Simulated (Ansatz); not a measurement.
Abridged output of a molecular run in Ansatz:

```
Functional definition: HF
782 factors; integrals over basis functions are off by at most 2.3e-4 eV
mean field evaluation 1: about -32852.6531 eV, gradient 3.4e1 eV
mean field evaluation 2: about -32852.7336 eV, gradient 3.4e1 eV
mean field evaluation 4: about -32855.1415 eV, gradient 1.8e0 eV
mean field evaluation 8: about -32855.1650 eV, gradient 1.3e-1 eV
mean field -32855.16514419 eV, -1207.4050490182 hartree, gradient 2.3e-6 eV, S^2 0.000000; 0 other end points of the search recorded, 0 dependent functions left out
15 core orbitals not correlated: weight in the atoms' cores, before any rotation towards them, 1.000 or more for the frozen orbitals, at most 0.000 for the correlated occupied ones
reference -32855.16514419 eV, -1207.4050490182 hartree; 17, 17 occupied and 44, 44 virtual orbitals, 782 factors
second order -14.35093011 eV of doubles, -0.00000000 eV of singles
cycle   1  -14.69036763 eV  change   -3.4e-1 eV  update   9.5e-2
cycle   2  -14.97600346 eV  change   -2.9e-1 eV  update   3.1e-2
cycle   3  -15.06890994 eV  change   -9.3e-2 eV  update   1.9e-2
cycle   4  -15.07060560 eV  change   -1.7e-3 eV  update   4.7e-3
cycle   5  -15.06591251 eV  change    4.7e-3 eV  update   1.8e-3
cycle   6  -15.06534050 eV  change    5.7e-4 eV  update   5.7e-4
cycle   7  -15.06529586 eV  change    4.5e-5 eV  update   2.1e-4
cycle   8  -15.06528707 eV  change    8.8e-6 eV  update   6.7e-5
cycle   9  -15.06530365 eV  change   -1.7e-5 eV  update   2.2e-5
perturbative correction -0.30820922 eV, -0.0113264800 hartree
Total energy: -32870.53865707 eV, -1207.9700151958 hartree
```

Its atoms:

Cartesian coordinates in Å:
```
F -1.161 -0.242 -1.578
In -0.028 -0.006 -0.038
Cl -0.370 1.848 1.253
Cl 1.559 -1.600 0.363
```

Question: Which basis set was used?
A. cc-pV(Q+d)Z
B. def2-SVP
C. cc-pV(T+d)Z
D. def2-QZVPP

Answer: B. It gives 76 functions.

Question: Write the keys of the input that set method, charge and spin (a neutral closed shell needs none for the last two).

Answer: 
```yaml
correlation: {method: ccsd_t}
```
